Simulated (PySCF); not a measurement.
C5H8NPSi.
SMILES: `Cc1cpcnc1[SiH3]`

Theory: TDDFT PBE0/def2-SVPD, vertical, gas phase, core orbitals frozen in the response in PySCF 2.14.0, density-fitted response routines. Geometry: GFN2-xTB; no solvent, vibrations or thermal averaging.

Computed states:

```json
{"state": "S1", "E (eV)": "3.32", "f": "0.0049"}
{"state": "S2", "E (eV)": "4.00", "f": "0.0003"}
{"state": "S3", "E (eV)": "4.73", "f": "0.125"}
{"state": "S4", "E (eV)": "5.11", "f": "0.112"}
{"state": "S5", "E (eV)": "5.22", "f": "0.011"}
{"state": "S6", "E (eV)": "5.83", "f": "0.0020"}
{"state": "S7", "E (eV)": "5.99", "f": "0.208"}
{"state": "S8", "E (eV)": "6.20", "f": "0.0050"}
```

Broadening: Gaussians 0.3 eV wide at half height, area fixed by f = 4.319×10⁻⁹ ∫ε dν̃. The width is an assumption, not a result. The curve ends short of the highest state used, and states not computed would add to its high-energy end.

**Question.** What does the envelope look like, and where are its maxima?

**Answer.** 
| E (eV) | ε (L mol⁻¹ cm⁻¹) |
| --- | --- |
| 2.87 | 1 |
| 2.97 | 9 |
| 3.06 | 52 |
| 3.16 | 194 |
| 3.25 | 374 |
| 3.34 | 438 |
| 3.44 | 291 |
| 3.53 | 119 |
| 3.62 | 30 |
| 3.72 | 6 |
| 3.81 | 9 |
| 3.91 | 21 |
| 4.00 | 28 |
| 4.09 | 22 |
| 4.19 | 11 |
| 4.28 | 26 |
| 4.38 | 274 |
| 4.47 | 1463 |
| 4.56 | 4754 |
| 4.66 | 9821 |
| 4.75 | 11281 |
| 4.85 | 8317 |
| 4.94 | 6900 |
| 5.03 | 9130 |
| 5.13 | 10795 |
| 5.22 | 8040 |
| 5.32 | 3406 |
| 5.41 | 992 |
| 5.50 | 206 |
| 5.60 | 213 |

Maxima: 373 nm (3.32 eV), ε about 440, made up of S1 (100%); 310 nm (4.00 eV), ε about 28, made up of S2 (100%); 262 nm (4.73 eV), ε about 11000, made up of S3 (99%); 242 nm (5.12 eV), ε about 11000, made up of S4 (93%) (ε in L mol⁻¹ cm⁻¹; maxima over ε = 5, shares over 10%). At its high-energy end, 5.60 eV, the curve is still rising (ε about 210, from S6 and S7).

**Question.** On this curve, what absorbance would a 10⁻³ mol/L sample give at 405 nm over a 1 cm path?

**Answer.** 405 nm is 3.061 eV, where ε is about 53 L mol⁻¹ cm⁻¹, so A = ε c l ≈ 0.053 (Beer–Lambert, with the gas-phase spectrum and the assumed width).

**Question.** Does any computed singlet lie in the visible range?

**Answer.** No computed singlet lies in the visible range (380 to 750 nm); the lowest, at 373 nm, stands 0.06 eV above its violet end (3.26 eV); a Tamm–Dancoff triplet lies at 422 nm, without intensity as long as spin–orbit coupling is left out.

**Question.** Coming from long wavelengths, where does ε first pass 100 L mol⁻¹ cm⁻¹?

**Answer.** At about 399 nm (3.10 eV), 0.22 eV below S1.

Time: 45 s; peak memory 0.95 GiB. Hardware: an Arm Neoverse V1 with one thread, no GPU, shared host.
